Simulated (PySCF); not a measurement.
Isomers of C4H15N3OSi, one GFN2-xTB conformer each. Single-point energies are computed at PBE0/pcSseg-1 (PySCF, gas phase, no added dispersion term), electronic only.

Problem. Rank them by PBE0/pcSseg-1 energy, lowest first (kcal/mol).
A. `[CH3:1][Si@@:2]([NH2:3])([OH:4])[NH:5][CH2:6][CH2:7][CH2:8][NH2:9]` with C1–Si2–N3–H -173° and 50°, C1–Si2–O4–H 168°, C1–Si2–N5–C6 -63°, Si2–N5–C6–C7 77°, N5–C6–C7–C8 62°
B. `[CH3:1][NH:2][CH2:3][CH2:4][NH:5][Si@:6]([CH3:7])([NH2:8])[OH:9]` with C1–N2–C3–C4 -177°, N2–C3–C4–N5 61°, C3–C4–N5–Si6 79°, C4–N5–Si6–C7 -107°, N5–Si6–N8–H -54° and 78°

Solution. A (0.0), B (6.0).

GFN2-xTB itself gives, in the same order: 2.0, 0.0. GFN2-xTB puts CNCCN[Si@](C)(N)O lowest instead.

Problem. Which frontier levels, dipoles and rotational constants go with these structures?

Solution. 
```
            SMILES  HOMO (eV, PBE0/pcSseg-1)  LUMO (eV)  dipole (D)       A, B, C (MHz)
C[Si@@](N)(O)NCCCN                     -6.49       1.03        1.84  2192, 669.8, 636.9
 CNCCN[Si@](C)(N)O                     -6.21       1.13        0.72  2327, 697.9, 640.1
```
